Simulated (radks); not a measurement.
Sm I, 62 electrons, occupied as [Xe] 4f6 6s2. All-electron calculation, scalar-relativistic Kohn-Sham, PBE, spin-polarised, spherical densities, finite nucleus; open shells are filled with parallel spins first (spin-orbit coupling, left out, can overturn this in heavy ions); Fermi nuclear charge, rms radius 5.0819 fm; hard spherical wall at 3.5 bohr. Program: a radial shooting solver on a logarithmic mesh with Libxc functionals. Some entries of the table are withheld. Estimate them.

orbital,occ.,eigenvalue (hartree),r(max) (bohr),<r^2> (bohr^2)
1s down,1,-1714.589,0.01449,0.0007049
1s up,1,-1714.589,0.01449,0.0007049
2s up,1,-279.7061,0.08215,0.01111
2s down,1,-279.7053,0.08215,0.01111
2p up,3,-249.4622,0.06635,0.008918
2p down,3,-249.4617,0.06635,0.008917
3s up,1,-60.87158,0.2337,0.07431
3s down,1,-60.80579,0.2336,0.07421
3p up,3,-51.41490,0.2291,0.07442
3p down,3,-51.34946,0.2290,0.07429
3d up,5,-38.60033,0.1878,0.06283
3d down,5,-38.55005,0.1877,0.06268
4s up,1,-11.72879,0.5396,0.3791
4s down,1,-11.56168,0.5394,0.3789
4p up,3,-8.62354,0.5632,0.4287
4p down,3,-8.45620,0.5629,0.4285
4d up,5,-4.26767,0.5881,0.5248
4d down,5,-4.10041,0.5875,0.5260
5s up,1,-1.18121,1.267,2.248
5s down,1,-1.08344,1.280,2.314
5p up,3,-0.44925,1.445,2.916
5p down,3,-0.37435,1.468,3.006
4f up,6,0.35612,0.6170,1.234
5d up,0,0.48593,1.907,4.133
4f down,0,0.50023,0.6196,1.367
5d down,0,0.53180,1.946,4.221
6s up,1,0.88776,2.492,5.293
6s down,1,0.93121,2.505,5.291
6p up,0,1.36256,2.602,5.227
6p down,0,1.41142,2.613,5.201
7s up,0,3.59399,(1),5.058
7s down,0,3.65086,(2),5.043

Answer. 
(1) 7s up r(max) (bohr): 2.931
(2) 7s down r(max) (bohr): 2.935
